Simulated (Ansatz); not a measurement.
Dissociation curve of C2, singlet.

Methods: RKS-PBE = restricted PBE/cc-pVDZ in Ansatz (a program for electronic structure); RKS-PBE0 = Ansatz with restricted PBE0/cc-pVDZ; FCI = full CI/cc-pVDZ, frozen core (Ansatz).

Energies relative to the lowest point of each curve near equilibrium, in kcal/mol; the last columns give the error against full CI:

```csv
R / Å,RKS-PBE,RKS-PBE0,FCI,RKS-PBE − FCI,RKS-PBE0 − FCI
0.92,229.5,222.8,229.9,-0.3,-7.1
0.99,124.6,119.4,125.1,-0.5,-5.7
1.08,46.6,43.3,47.2,-0.6,-4.0
1.13,22.5,20.1,23.1,-0.6,-3.0
1.17,10.4,8.8,11.0,-0.6,-2.2
1.23,1.3,0.8,1.6,-0.3,-0.9
1.25,0.2,0.0,0.4,-0.2,-0.4
1.28,0.0,0.3,0.0,0.0,0.3
1.33,2.8,3.9,2.4,0.4,1.6
1.35,4.8,6.2,4.2,0.6,2.0
1.45,20.0,18.0,18.0,1.9,0.0
1.55,36.4,27.8,35.6,0.7,-7.8
1.71,55.7,48.2,58.5,-2.7,-10.3
1.89,77.5,74.2,78.4,-0.9,-4.2
2.06,97.5,98.0,94.8,2.6,3.2
2.22,114.7,118.6,107.0,7.7,11.6
2.53,142.5,152.1,121.2,21.4,30.9
2.77,159.1,172.4,126.0,33.1,46.4
3.05,173.9,191.0,128.6,45.3,62.4
```

RKS-PBE is furthest from FCI at 3.05 (45.3 kcal/mol, above); its mean absolute error over the points is 6.4 kcal/mol.

RKS-PBE0 is furthest from FCI at 3.05 (62.4 kcal/mol, above); its mean absolute error over the points is 10.7 kcal/mol.

The scan ran from 0.92 to 4.98 Å; beyond the distances shown full CI changes its symmetry label. The restricted form behind RKS-PBE, RKS-PBE0 keeps the bonding electrons paired and can't separate into open-shell fragments. Also computed but left out beside FCI, since their determinant holds another spin at the minimum (<S²> over 0.7 above the pure value): UHF, UMP2, UCCSD, UCCSD(T), UCCSDT, UCCSDT(Q), UKS-BLYP, UKS-PBE0, UKS-PBE, UKS-B3LYP/6-31G*, UKS-LDA (SVWN5)/6-31G*, UKS-BP86/6-31G*, UKS-B3LYP/3-21G.
